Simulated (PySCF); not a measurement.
Nb(F)5 cation (F₅Nb), SMILES [F][Nb]([F])([F])([F])[F] (connectivity only; charge and spin as stated), charge +1, multiplicity 2.

Geometry: PBE-D3(BJ)/def2-SVP. A frequency run showed that this geometry is not a minimum. The multiplicity is an assumed one; no other spin state was optimised. The isomer is the one that the SMILES or the coordinates give; other isomers of the formula were not compared. The def2 effective core potentials stand for the cores of Nb; spin–orbit coupling is left out.

These are PySCF with PBE-D3(BJ)/def2-SVP values and carry that method's errors.

Frequencies are harmonic and unscaled.

| mode | ν (cm⁻¹) | IR (km/mol) | moving atoms (share of kinetic energy) |
|---|---|---|---|
| 1 | 283i | 16.8 | F 80 %, Nb 20 % |
| 2 | 51 | 0.2 | F 100 % |
| 3 | 171 | 14.9 | F 74 %, Nb 26 % |
| 4 | 174 | 2.6 | F 99 % |
| 5 | 183 | 0.0 | F 100 % |
| 6 | 184 | 16.5 | F 85 %, Nb 15 % |
| 7 | 236 | 10.1 | F 78 %, Nb 22 % |
| 8 | 397 | 1.7 | F 96 % |
| 9 | 577 | 8.6 | F 85 %, Nb 15 % |
| 10 | 657 | 28.4 | F 92 %, Nb 8 % |
| 11 | 775 | 56.6 | F 86 %, Nb 14 % |
| 12 | 797 | 115.1 | F 77 %, Nb 23 % |
